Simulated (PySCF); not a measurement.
Cl3Sb, SMILES [Cl][Sb+]([Cl])[Cl], charge +1, multiplicity 2.

The structure is a stationary point at B3LYP-D3(BJ)/def2-SVP. The def2 effective core potentials stand for the cores of Sb; spin–orbit coupling is left out.

The numbers are results of B3LYP-D3(BJ)/def2-SVP run with PySCF, not measurements.

Frequencies are harmonic and unscaled.

Modes within 1.5 cm⁻¹ of each other (mostly degenerate sets) share a row, with their intensities summed.

**Question.** List the normal modes with their intensities. (An estimate is asked for; the answer gives what the named calculation found.)

**Answer.** 
```json
[
 {"mode": "1–2", "ν (cm⁻¹)": "106", "IR (km/mol)": "3.3", "moving atoms (share of kinetic energy)": "Cl 89 %, Sb 11 %"},
 {"mode": "3", "ν (cm⁻¹)": "116", "IR (km/mol)": "2.4", "moving atoms (share of kinetic energy)": "Cl 64 %, Sb 36 %"},
 {"mode": "4", "ν (cm⁻¹)": "354", "IR (km/mol)": "2.5", "moving atoms (share of kinetic energy)": "Cl 89 %, Sb 11 %"},
 {"mode": "5–6", "ν (cm⁻¹)": "374", "IR (km/mol)": "34.2", "moving atoms (share of kinetic energy)": "Cl 72 %, Sb 28 %"}
]
```
